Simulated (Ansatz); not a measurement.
Geometry optimisation, RKS PBE0-D4/def2-SVP (Ansatz 0.2.0).

Input:

```yaml
crystal:
  periodic: [false, false, false]
  atoms:
    - { symbol: O, position_ang: [-1.02285, 0.68953, -0.66263] }
    - { symbol: Si, position_ang: [0.61912, 0.15346, 0.22327] }
    - { symbol: Se, position_ang: [-0.1667, -1.76558, 1.03768] }
    - { symbol: H, position_ang: [-1.52222, 0.08012, -1.22815] }
    - { symbol: H, position_ang: [-1.18415, 1.60947, -0.92068] }
    - { symbol: H, position_ang: [0.67302, 1.36579, 1.02684] }
    - { symbol: H, position_ang: [1.49998, 0.15365, -0.93676] }
    - { symbol: H, position_ang: [1.10379, -2.28643, 1.46042] }
total_charge: 1
basis:
  gaussian: { orbitals: def2-SVP }
hamiltonian:
  xc: pbe0
  dispersion: d4
relax:
  f_tol: 0.015
  max_steps: 40
```

Run as:

```bash
$ ansatz run input.yaml --threads 1 --pin off --max-ram 2048MiB --backend cpu --events-out ev --progress --plain --runs-dir out
```

**Question.** Where does it end, and by what steps?

**Answer.** The run converged. Limits of this set-up: the dipole of an ion depends on the origin. After 37 steps the energy has fallen by 0.327 eV; H8 moved furthest, 1.13 Å.

| step | energy less start (eV) | largest force component (eV/Å) | accepted |
| --- | --- | --- | --- |
| 0 | 0.0000 | 1.033 | yes |
| 2 | -0.1423 | 0.665 | yes |
| 4 | -0.2534 | 0.376 | yes |
| 6 | -0.3036 | 0.435 | yes |
| 8 | -0.3107 | 0.201 | yes |
| 10 | -0.3118 | 0.093 | no |
| 12 | -0.3149 | 0.029 | yes |
| 14 | -0.2972 | 0.953 | no |
| 16 | -0.3175 | 0.056 | yes |
| 18 | -0.3181 | 0.063 | yes |
| 20 | -0.3194 | 0.188 | yes |
| 22 | -0.3141 | 0.324 | no |
| 24 | -0.3248 | 0.057 | yes |
| 26 | -0.3237 | 0.060 | no |
| 28 | -0.3254 | 0.194 | no |
| 30 | -0.3260 | 0.052 | yes |
| 32 | -0.3267 | 0.044 | yes |
| 34 | -0.3269 | 0.055 | yes |
| 36 | -0.3271 | 0.018 | yes |
| 37 | -0.3271 | 0.005 | yes |

```xyz
8
Properties=species:S:1:pos:R:3
O -0.852 0.513 -0.815
Si 0.588 0.303 0.387
Se 0.117 -1.554 1.502
H -1.729 0.139 -0.616
H -0.918 1.203 -1.500
H 0.450 1.513 1.223
H 1.679 0.287 -0.610
H 0.665 -2.405 0.430
```

The run took 2.7 min on 1 thread of Intel(R) Xeon(R) Platinum 8259CL CPU @ 2.50GHz (Skylake/Cascade Lake) (shared host), peak memory 0.24 GiB.
